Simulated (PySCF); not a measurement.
# Broadened absorption spectrum of C5H5F2N

C₅H₅F₂N.
Z-matrix (Å and degrees, GFN2-xTB geometry), rows numbered from 1:
```
C 
C   1  1.3230
C   2  1.4682  1  123.26
N   3  1.5122  2  118.86  1   149.39
C   4  1.2519  3   63.15  2   107.43
C   5  1.4709  3  146.55  4   176.10
F   6  1.3510  5  112.14  3   146.56
F   6  1.3551  5  111.22  3    27.15
H   1  1.0753  2  121.83  3   179.89
H   1  1.0772  2  121.55  3     0.10
H   2  1.0821  1  121.19  3   179.49
H   3  1.0846  2  116.31  1     3.22
H   6  1.1066  5  110.73  3   -92.63
```

Computed, not measured: TDDFT CAM-B3LYP/def2-SVPD, vertical, gas phase, core orbitals frozen in the response in PySCF.

Each state is given a Gaussian of 0.3 eV full width at half maximum, with ε(max) = 2.175×10⁸ f / Δν̃ (Δν̃ the width in cm⁻¹). The width is an assumption, not a result. The curve ends short of the highest state used, and states not computed would add to its high-energy end.

(E (eV), ε (L mol⁻¹ cm⁻¹)): (4.01, 3), (4.10, 24), (4.19, 137), (4.28, 472), (4.37, 985), (4.46, 1249), (4.55, 962), (4.64, 449), (4.73, 127), (4.82, 22), (4.91, 2), (5.00, 0), (5.09, 0), (5.18, 0), (5.28, 0), (5.37, 0), (5.46, 0), (5.55, 0), (5.64, 0), (5.73, 0), (5.82, 0), (5.91, 0), (6.00, 0), (6.09, 0), (6.18, 1), (6.27, 15), (6.36, 157), (6.45, 1021), (6.54, 4335), (6.63, 12737), (6.72, 27453), (6.81, 43957), (6.90, 50444), (7.00, 37853), (7.09, 19278), (7.18, 6650)

Q: Where are the band maxima, and which computed states make them?

A: 278 nm (4.46 eV), ε about 1200, made up of S1 (100%); 180 nm (6.89 eV), ε about 51000, made up of S3 (73%) and S4 (18%) (ε in L mol⁻¹ cm⁻¹; maxima over ε = 5, shares over 10%). The states used: S1 4.46 eV (f 0.014); S2 6.73 eV (f 0.117); S3 6.89 eV (f 0.408); S4 6.99 eV (f 0.133); S5 7.17 eV (f 0.0029); S6 7.50 eV (f 0.0022); S7 7.74 eV (f 0.0007); S8 7.78 eV (f 0.0091).

Q: What would ε be at 6.89 eV, the highest of these maxima, with half the width (0.15 eV)?

A: About 81900 L mol⁻¹ cm⁻¹ against 50600, a factor of about 1.6; a lone state at its own centre would give exactly 2.

Q: On this curve, what absorbance would a 10⁻³ mol/L sample give at 280 nm over a 1 cm path?

A: 280 nm is 4.428 eV, where ε is about 1200 L mol⁻¹ cm⁻¹, so A = ε c l ≈ 1.2 (Beer–Lambert, with the gas-phase spectrum and the assumed width).

Q: Coming from long wavelengths, where does ε first pass 100 L mol⁻¹ cm⁻¹?

A: At about 297 nm (4.17 eV), 0.29 eV below S1.

One conformer stands for the species.
